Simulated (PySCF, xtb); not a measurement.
C₂H₆NO, SMILES NC(C)=[OH+], charge +1.

GFN2-xTB (xtb) at its own geometry gives an orbital gap of 5.60 eV.

Coordinates come from a B3LYP-D3(BJ)/def2-SVP optimisation. The isomer is the one that the SMILES or the coordinates give; other isomers of the formula were not compared. Other conformers were not sampled.

### Question
What does PBE0/def2-TZVP in PySCF give? (The exact figures need the calculation; the answer reports its results.)

### Answer
gap 8.77 eV (levels -15.21 and -6.44 eV).
